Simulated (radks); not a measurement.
Spherical quantum dot in the effective-mass picture: electrons in a hard-walled sphere of radius 1.5, with a point charge +1 (a donor) at the centre, all in effective atomic units (hartree* = m*/eps^2 hartree, bohr* = eps/m* bohr), one dielectric constant everywhere. Method: non-relativistic Kohn-Sham, PBE, spin-polarised, spherical densities; computed with a radial shooting solver with Libxc functionals. Levels are named by radial order and angular momentum (1s, 1p, 1d, 2s, ...), and open shells are averaged over m. Results are scaled to m* = 0.278 and eps = 13.3, for which hartree* = 42.77 meV and bohr* = 2.532 nm. Each electron was tried in the lowest free levels, single moves between levels near the top were tried too, and the lowest total energy was kept; such a search can miss a lower state. At N = 1 the Hartree and exchange-correlation terms need not cancel, so that row can carry a self-interaction error.

\begin{tabular}{lrrrrrr}
N & open shells & 2S & mu = E(N) - E(N-1) (meV) & addition energy mu(N+1) - mu(N) (meV) & e(HOMO) (meV) & rms radius (nm) \\ \hline
1 & 1s(up 1, down 0) & 1 & 19.516 & 53.81 & 39.895 & 1.849 \\
2 & none & 0 & 73.326 & 148.4 & 93.069 & 1.908 \\
3 & 1p(up 1, down 0) & 1 & 221.74 & 36.76 & 239.70 & 2.075 \\
4 & 1p(up 2, down 0) & 2 & 258.50 & 38.29 & 277.51 & 2.160 \\
5 & 1p(up 3, down 0) & 3 & 296.78 & 51.13 & 316.13 & 2.214 \\
6 & 1p(up 3, down 1) & 2 & 347.91 & 36.05 & 365.58 & 2.256 \\
7 & 1p(up 3, down 2) & 1 & 383.96 & 37.40 & 402.53 & 2.288 \\
8 & none & 0 & 421.36 & 152.8 & 440.26 & 2.314 \\
9 & 1d(up 1, down 0) & 1 & 574.11 & 35.64 & 591.85 & 2.354 \\
10 & 1d(up 2, down 0) & 2 & 609.75 & 35.97 & 627.69 & 2.387 \\
11 & 1d(up 3, down 0) & 3 & 645.71 & 36.16 & 663.77 & 2.414 \\
12 & 1d(up 4, down 0) & 4 & 681.87 & 36.27 & 699.99 & 2.438 \\
13 & 1d(up 5, down 0) & 5 & 718.14 & 47.49 & 736.30 & 2.458 \\
14 & 1d(up 5, down 1) & 4 & 765.62 & 35.13 & 783.12 & 2.477 \\
15 & 1d(up 5, down 2) & 3 & 800.75 & 35.46 & 818.44 & 2.493 \\
16 & 1d(up 5, down 3) & 2 & 836.21 & 35.66 & 854.01 & 2.508 \\
17 & 1d(up 5, down 4) & 1 & 871.86 & 35.78 & 889.74 & 2.522 \\
18 & none & 0 & 907.64 & 105.8 & 925.56 & 2.534 \\
19 & 2s(up 1, down 0) & 1 & 1013.4 & 56.10 & 1036.2 & 2.525 \\
20 & none & 0 & 1069.5 & 82.72 & 1092.0 & 2.514 \\
21 & 1f(up 1, down 0) & 1 & 1152.2 & 34.69 & 1169.6 & 2.530 \\
22 & 1f(up 2, down 0) & 2 & 1186.9 & 34.77 & 1204.3 & 2.545 \\
23 & 1f(up 3, down 0) & 3 & 1221.7 & 34.82 & 1239.1 & 2.559 \\
24 & 1f(up 4, down 0) & 4 & 1256.5 & 34.86 & 1273.9 & 2.571 \\
25 & 1f(up 5, down 0) & 5 & 1291.4 & 34.89 & 1308.8 & 2.583 \\
26 & 1f(up 6, down 0) & 6 & 1326.3 & 34.91 & 1343.7 & 2.594 \\
27 & 1f(up 7, down 0) & 7 & 1361.2 & 44.84 & 1378.6 & 2.604 \\
28 & 1f(up 7, down 1) & 6 & 1406.0 & 34.37 & 1423.2 & 2.614 \\
29 & 1f(up 7, down 2) & 5 & 1440.4 & 34.45 & 1457.6 & 2.623 \\
30 & 1f(up 7, down 3) & 4 & 1474.8 & 34.51 & 1492.1 & 2.632 \\
31 & 1f(up 7, down 4) & 3 & 1509.3 & 34.56 & 1526.6 & 2.640 \\
32 & 1f(up 7, down 5) & 2 & 1543.9 & 34.59 & 1561.2 & 2.648 \\
33 & 1f(up 7, down 6) & 1 & 1578.5 & 34.61 & 1595.8 & 2.656 \\
34 & none & 0 & 1613.1 & 187.9 & 1630.4 & 2.663 \\
35 & 1g(up 1, down 0) & 1 & 1801.0 & 33.96 & 1818.0 & 2.672 \\
36 & 1g(up 2, down 0) & 2 & 1835.0 & 33.98 & 1852.0 & 2.680 \\
37 & 1g(up 3, down 0) & 3 & 1869.0 & 34.01 & 1886.0 & 2.688 \\
38 & 1g(up 4, down 0) & 4 & 1903.0 & - & 1920.0 & 2.695 \\
\end{tabular}

All shells are closed at N = 2, 8, 18, 20, 34 (there: 1s2 1p6 1d10 2s2 1f14); the second difference of the energy has clear peaks (12 % above both neighbours; the first and last values, which can be the largest, are not judged, and half-filled shells can peak too) at N = 2, 5, 8, 13, 18, 20, 27, 34.
